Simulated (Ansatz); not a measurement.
Isomers of H4B2O. All species are isolated molecules in the gas phase. One relaxed conformer stands for each flexible species; it need not be the lowest. Strings in code marks are SMILES.

Quantity: electronic energy of isomers of H4B2O relative to `BOB`, in kcal/mol.

Case: `BBO`. Geometry of `OBB` (neutral, multiplicity 1, Å):

```xyz
7

B      1.0548     0.1244    -0.1059
B     -0.4935    -0.2561     0.3907
O     -1.6882     0.0118    -0.1942
H      1.6117     1.1231     0.2577
H      1.7166    -0.6327    -0.7606
H     -0.5780    -0.8658     1.4333
H     -1.6233     0.4952    -1.0210
```

Task: Give the electronic energy of isomers of H4B2O relative to `BOB` at the level frozen-core CCSDT(Q)/cc-pVDZ // PBE0-D3(BJ)/def2-TZVP (Ansatz, a program for electronic structure).

Result: 32.1 kcal/mol.
